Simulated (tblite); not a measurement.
A geometry optimisation, step by step.

Species: CH7GeSSi (doublet state).
Numbering: `[SiH2:1][C@H:2]([SH:3])[GeH3:4]` (hydrogens: H5, H6 on Si1; H7 on C2; H8 on S3; H9, H10, H11 on Ge4)

Computed with GFN2-xTB (tblite), gas phase: L-BFGS steps from a force-field or distance-geometry start until the largest atomic force falls under 0.01 eV/Å. 14 of its 55 geometries are shown.

Step 0: E = -340.5717 eV, largest atomic force 1.360 eV/Å
```
atom  x, y, z in Å  |  force x, y, z in eV/Å
Si1    -0.159    1.820    0.703   -0.349   0.981  -0.154
C2      0.515    0.112    0.427    0.587  -0.586   1.023
S3      1.548    0.091   -1.063    0.683  -1.176   0.012
Ge4    -0.951   -1.145    0.235   -0.772  -0.722  -0.009
H5     -0.993    2.206   -0.445   -0.040  -0.007   0.096
H6      0.936    2.776    0.854    0.042   0.052   0.106
H7      1.141   -0.175    1.307   -0.207   0.201  -0.628
H8      1.988   -1.219   -0.841   -0.262   0.991  -0.385
H9     -1.813   -1.136    1.529    0.307  -0.058  -0.568
H10    -1.822   -0.750   -0.972    0.323  -0.231   0.479
H11    -0.384   -2.579    0.024   -0.312   0.555   0.028
```

Step 4: E = -340.7287 eV, largest atomic force 0.198 eV/Å
```
atom  x, y, z in Å  |  force x, y, z in eV/Å
Si1    -0.164    1.855    0.690    0.058   0.023  -0.101
C2      0.507    0.097    0.458    0.132  -0.003   0.105
S3      1.575    0.054   -1.056   -0.054   0.045   0.117
Ge4    -0.978   -1.174    0.241    0.155   0.120   0.026
H5     -1.007    2.211   -0.448   -0.073   0.042  -0.011
H6      0.944    2.788    0.866    0.016   0.063   0.061
H7      1.155   -0.172    1.298   -0.071   0.050  -0.115
H8      1.986   -1.195   -0.864    0.056  -0.103  -0.080
H9     -1.798   -1.146    1.487   -0.108  -0.088   0.011
H10    -1.800   -0.771   -0.935   -0.019  -0.071   0.024
H11    -0.414   -2.543    0.024   -0.093  -0.077  -0.036
```

Step 8: E = -340.7414 eV, largest atomic force 0.157 eV/Å
```
atom  x, y, z in Å  |  force x, y, z in eV/Å
Si1    -0.154    1.868    0.669    0.001   0.031   0.011
C2      0.516    0.104    0.467    0.013   0.042  -0.043
S3      1.578    0.052   -1.038    0.105  -0.007  -0.105
Ge4    -0.962   -1.165    0.250   -0.085  -0.075   0.022
H5     -1.024    2.220   -0.452    0.013   0.018   0.007
H6      0.948    2.804    0.880   -0.014   0.027   0.001
H7      1.161   -0.166    1.297    0.054   0.036   0.143
H8      1.995   -1.208   -0.886   -0.023  -0.001  -0.030
H9     -1.815   -1.167    1.477   -0.047  -0.039   0.027
H10    -1.798   -0.789   -0.922   -0.013   0.012  -0.028
H11    -0.440   -2.549    0.016   -0.004  -0.042  -0.007
```

Step 12: E = -340.7454 eV, largest atomic force 0.065 eV/Å
```
atom  x, y, z in Å  |  force x, y, z in eV/Å
Si1    -0.149    1.874    0.663    0.006  -0.037   0.012
C2      0.525    0.108    0.467   -0.010  -0.037  -0.008
S3      1.593    0.051   -1.043    0.006  -0.003   0.041
Ge4    -0.965   -1.170    0.256    0.019   0.008  -0.006
H5     -1.027    2.227   -0.451    0.030   0.015   0.009
H6      0.947    2.814    0.886   -0.020   0.020  -0.011
H7      1.166   -0.155    1.311   -0.022   0.050  -0.036
H8      1.994   -1.214   -0.899   -0.021  -0.015  -0.019
H9     -1.829   -1.181    1.479    0.004  -0.018  -0.006
H10    -1.799   -0.793   -0.922    0.010   0.011   0.011
H11    -0.450   -2.559    0.013   -0.001   0.005   0.012
```

Step 17: E = -340.7467 eV, largest atomic force 0.034 eV/Å
```
atom  x, y, z in Å  |  force x, y, z in eV/Å
Si1    -0.147    1.871    0.664   -0.016   0.014   0.003
C2      0.525    0.105    0.464    0.001   0.017   0.020
S3      1.601    0.050   -1.037    0.009   0.009  -0.009
Ge4    -0.964   -1.172    0.257    0.004  -0.004  -0.004
H5     -1.020    2.233   -0.449   -0.001   0.010  -0.016
H6      0.940    2.822    0.884   -0.007  -0.001   0.001
H7      1.165   -0.142    1.311    0.003  -0.024   0.010
H8      1.988   -1.221   -0.909   -0.022  -0.025  -0.007
H9     -1.832   -1.190    1.478    0.014   0.000  -0.001
H10    -1.797   -0.791   -0.920    0.005   0.008   0.001
H11    -0.452   -2.562    0.015    0.010  -0.003   0.001
```

Step 21: E = -340.7475 eV, largest atomic force 0.052 eV/Å
```
atom  x, y, z in Å  |  force x, y, z in eV/Å
Si1    -0.153    1.873    0.665    0.005  -0.027  -0.008
C2      0.526    0.110    0.467    0.010  -0.051   0.005
S3      1.609    0.048   -1.031    0.000  -0.001   0.001
Ge4    -0.960   -1.173    0.257    0.020   0.017  -0.005
H5     -1.014    2.243   -0.454   -0.023   0.000  -0.028
H6      0.931    2.826    0.884    0.022   0.023   0.022
H7      1.165   -0.143    1.315   -0.012   0.009   0.010
H8      1.970   -1.234   -0.920   -0.039   0.014   0.003
H9     -1.827   -1.197    1.476    0.000   0.006   0.014
H10    -1.793   -0.786   -0.918    0.005  -0.008  -0.003
H11    -0.449   -2.565    0.017    0.011   0.018  -0.010
```

Step 25: E = -340.7485 eV, largest atomic force 0.057 eV/Å
```
atom  x, y, z in Å  |  force x, y, z in eV/Å
Si1    -0.157    1.872    0.662    0.033   0.020  -0.041
C2      0.531    0.107    0.471   -0.003   0.055  -0.006
S3      1.618    0.047   -1.022   -0.005   0.007   0.012
Ge4    -0.952   -1.173    0.256   -0.037  -0.016   0.017
H5     -1.011    2.251   -0.465    0.028  -0.041   0.029
H6      0.923    2.834    0.890   -0.032  -0.040   0.011
H7      1.162   -0.142    1.324    0.007   0.013   0.015
H8      1.937   -1.246   -0.933   -0.018  -0.009  -0.008
H9     -1.819   -1.202    1.477    0.010   0.012  -0.003
H10    -1.786   -0.781   -0.917    0.005  -0.013  -0.005
H11    -0.440   -2.564    0.016    0.012   0.012  -0.019
```

Step 29: E = -340.7500 eV, largest atomic force 0.061 eV/Å
```
atom  x, y, z in Å  |  force x, y, z in eV/Å
Si1    -0.157    1.873    0.649   -0.030   0.007   0.053
C2      0.537    0.111    0.478   -0.023  -0.006   0.011
S3      1.633    0.045   -1.005    0.012  -0.011   0.000
Ge4    -0.945   -1.173    0.258    0.024   0.019  -0.006
H5     -1.001    2.255   -0.480    0.001  -0.038  -0.033
H6      0.905    2.840    0.904    0.039   0.013   0.015
H7      1.159   -0.136    1.340   -0.004   0.031  -0.018
H8      1.877   -1.267   -0.957    0.001  -0.011  -0.020
H9     -1.806   -1.209    1.480   -0.016   0.007   0.013
H10    -1.774   -0.778   -0.917   -0.011  -0.015  -0.003
H11    -0.423   -2.559    0.009    0.007   0.005  -0.013
```

Step 33: E = -340.7516 eV, largest atomic force 0.055 eV/Å
```
atom  x, y, z in Å  |  force x, y, z in eV/Å
Si1    -0.162    1.878    0.650   -0.010   0.005   0.012
C2      0.536    0.118    0.486    0.042  -0.004  -0.036
S3      1.647    0.039   -0.990   -0.021  -0.008   0.018
Ge4    -0.938   -1.169    0.260   -0.007  -0.003   0.003
H5     -0.989    2.239   -0.499    0.010  -0.008  -0.014
H6      0.900    2.843    0.922    0.003   0.004   0.002
H7      1.155   -0.119    1.351    0.001  -0.006   0.020
H8      1.826   -1.286   -0.983   -0.004   0.023  -0.006
H9     -1.798   -1.209    1.485    0.001  -0.007  -0.024
H10    -1.768   -0.783   -0.918   -0.013   0.001   0.011
H11    -0.404   -2.549   -0.004   -0.001   0.003   0.016
```

Step 37: E = -340.7519 eV, largest atomic force 0.046 eV/Å
```
atom  x, y, z in Å  |  force x, y, z in eV/Å
Si1    -0.164    1.879    0.650    0.008  -0.011  -0.005
C2      0.541    0.120    0.486   -0.027  -0.007   0.036
S3      1.651    0.038   -0.984    0.014   0.004  -0.019
Ge4    -0.934   -1.169    0.260    0.017   0.012  -0.007
H5     -0.983    2.238   -0.507    0.012  -0.010  -0.008
H6      0.895    2.846    0.926   -0.002   0.001   0.003
H7      1.154   -0.116    1.357    0.000  -0.002  -0.010
H8      1.807   -1.290   -0.993    0.000   0.016  -0.006
H9     -1.795   -1.213    1.482   -0.013  -0.002   0.004
H10    -1.767   -0.782   -0.916   -0.009  -0.001   0.004
H11    -0.399   -2.548   -0.003   -0.001   0.000   0.008
```

Step 42: E = -340.7523 eV, largest atomic force 0.032 eV/Å
```
atom  x, y, z in Å  |  force x, y, z in eV/Å
Si1    -0.164    1.878    0.650    0.002   0.008  -0.003
C2      0.541    0.119    0.490    0.008   0.014  -0.015
S3      1.651    0.043   -0.984   -0.008  -0.002   0.017
Ge4    -0.933   -1.166    0.260   -0.025  -0.016   0.013
H5     -0.973    2.228   -0.516    0.010   0.002  -0.004
H6      0.895    2.846    0.931   -0.009  -0.004  -0.001
H7      1.155   -0.117    1.360    0.006  -0.011   0.000
H8      1.801   -1.285   -1.001    0.004   0.011  -0.009
H9     -1.799   -1.215    1.479    0.001   0.003   0.007
H10    -1.772   -0.783   -0.912    0.011   0.002  -0.003
H11    -0.397   -2.546    0.002    0.000  -0.005  -0.003
```

Step 46: E = -340.7525 eV, largest atomic force 0.023 eV/Å
```
atom  x, y, z in Å  |  force x, y, z in eV/Å
Si1    -0.164    1.878    0.649   -0.005  -0.009   0.003
C2      0.542    0.119    0.493   -0.011  -0.013   0.008
S3      1.651    0.048   -0.979    0.003  -0.008  -0.013
Ge4    -0.935   -1.168    0.262    0.020   0.011   0.002
H5     -0.963    2.223   -0.525    0.005   0.005  -0.006
H6      0.891    2.848    0.934    0.002   0.002   0.002
H7      1.157   -0.120    1.361   -0.014   0.002   0.002
H8      1.794   -1.281   -1.010    0.001   0.012  -0.005
H9     -1.801   -1.216    1.481    0.000   0.001   0.010
H10    -1.772   -0.782   -0.911    0.010  -0.005   0.001
H11    -0.394   -2.546    0.004   -0.011   0.000  -0.002
```

Step 50: E = -340.7527 eV, largest atomic force 0.015 eV/Å
```
atom  x, y, z in Å  |  force x, y, z in eV/Å
Si1    -0.166    1.877    0.646   -0.003   0.002  -0.001
C2      0.543    0.119    0.497    0.007   0.005  -0.003
S3      1.657    0.049   -0.972   -0.008   0.013  -0.001
Ge4    -0.932   -1.168    0.266   -0.006  -0.006   0.000
H5     -0.949    2.222   -0.539    0.004   0.001  -0.001
H6      0.883    2.852    0.942   -0.001  -0.009   0.003
H7      1.155   -0.119    1.368   -0.003   0.005   0.006
H8      1.770   -1.281   -1.029    0.005  -0.010  -0.003
H9     -1.800   -1.220    1.484    0.010   0.006  -0.002
H10    -1.766   -0.782   -0.909    0.003  -0.004  -0.001
H11    -0.391   -2.546    0.005   -0.007  -0.003   0.001
```

Step 54: E = -340.7528 eV, largest atomic force 0.010 eV/Å
```
atom  x, y, z in Å  |  force x, y, z in eV/Å
Si1    -0.167    1.876    0.647    0.000  -0.001  -0.003
C2      0.542    0.118    0.497   -0.003   0.000   0.001
S3      1.652    0.054   -0.975    0.002  -0.008   0.003
Ge4    -0.933   -1.169    0.267    0.000  -0.002  -0.004
H5     -0.945    2.220   -0.541   -0.002   0.004  -0.002
H6      0.884    2.848    0.942    0.000  -0.004   0.006
H7      1.154   -0.121    1.367    0.008   0.006  -0.002
H8      1.780   -1.276   -1.030   -0.001   0.008   0.000
H9     -1.800   -1.216    1.486    0.004   0.003   0.000
H10    -1.765   -0.784   -0.909   -0.005   0.001  -0.003
H11    -0.396   -2.548    0.006   -0.001  -0.007   0.004
```

**Question.** Summarise the path.

**Answer.** The energy falls by 17.48 kJ/mol from step 0 to step 54; nine tenths of that is first reached at step 6. It falls at every step. The largest force goes from 1.360 to 0.010 eV/Å. Among the bonds S3–H8 changes most, from 1.399 to 1.337 Å; the atoms move by 0.124 Å rms after alignment.

**Question.** Follow the three bonds and two angles with the largest change from start to end.

**Answer.** 
```tsv
step	E above end (kJ/mol)	largest force (eV/Å)	S3–H8 (Å)	Ge4–H9 (Å)	Ge4–H11 (Å)	C2–S3–H8 (°)	H5–Si1–H6 (°)
0	17.48	1.360	1.399	1.555	1.557	93.4	109.5
2	4.40	0.422	1.322	1.516	1.520	94.1	111.2
5	2.03	0.181	1.333	1.490	1.494	94.9	112.3
7	1.34	0.137	1.338	1.491	1.495	96.0	113.4
9	0.94	0.152	1.333	1.496	1.500	96.8	114.2
12	0.71	0.065	1.335	1.498	1.502	96.6	114.3
14	0.65	0.076	1.336	1.498	1.500	96.5	113.9
16	0.60	0.034	1.335	1.498	1.501	96.8	113.5
19	0.56	0.046	1.335	1.497	1.501	97.0	113.3
21	0.51	0.052	1.336	1.497	1.502	97.1	112.8
23	0.47	0.048	1.337	1.497	1.502	96.9	112.5
26	0.37	0.071	1.335	1.497	1.502	96.7	112.2
28	0.30	0.052	1.335	1.496	1.502	96.6	112.3
31	0.19	0.077	1.336	1.497	1.502	96.7	112.9
33	0.11	0.055	1.337	1.498	1.503	96.8	113.3
35	0.09	0.020	1.337	1.497	1.503	96.9	113.2
38	0.07	0.039	1.336	1.496	1.502	96.9	113.2
40	0.06	0.024	1.336	1.496	1.502	96.8	113.2
42	0.05	0.032	1.337	1.497	1.502	96.8	113.3
45	0.03	0.019	1.337	1.496	1.503	96.9	113.3
47	0.02	0.024	1.337	1.496	1.503	97.0	113.2
49	0.01	0.016	1.336	1.497	1.503	97.1	113.0
52	0.00	0.017	1.336	1.497	1.502	97.1	113.0
54	0.00	0.010	1.337	1.497	1.502	97.1	113.0
```

What follows is the cost of the whole relaxation. Hardware: one thread, Arm Neoverse V1 (aarch64) (shared host). Cost: 0.29 s.
